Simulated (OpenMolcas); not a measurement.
CH3Cl2Si: a line through the functionals

CH3Cl2Si has 7 atoms, charge 0, and is taken as a doublet. SMILES: `[CH2][SiH](Cl)Cl`. The coordinates come from a PBE0-D4/def2-TZVP relaxation. This is one conformer, not always the lowest.

The vertical energy of the quartet above the doublet y, in eV, basis 6-31G(d); a is the functional's share of exact exchange. Programs: OpenMolcas 26.06.

| functional | program | a | y (eV) |
| --- | --- | --- | --- |
| UTPSS | OpenMolcas | 0 | 7.26 |
| UPBE | OpenMolcas | 0 | 7.03 |
| UB3LYP | OpenMolcas | 0.2 | ? |
| UPBE0 | OpenMolcas | 0.25 | 7.64 |
| UBHLYP | OpenMolcas | 0.5 | 8.27 |

**Question.** Fit y = c + s·a to the known rows and predict UB3LYP.

**Answer.** 
1. Means of the 4 rows: a = 0.1875, y = 7.550.
2. Σ(Δa)² = 0.17188, Σ(Δa·Δy) = 0.3825, so the slope is 0.3825/0.17188 = 2.2254.
3. Intercept: 7.550 − (2.2254) × 0.1875 = 7.133. The largest residual of the fit is 0.13.
4. UB3LYP: 7.133 + (2.2254) × 0.2 = 7.58 eV.

The run gave 7.56 eV, so the prediction is off by +0.02 eV, within the largest residual. The rows mix families of semi-local functionals, which the line can't see.
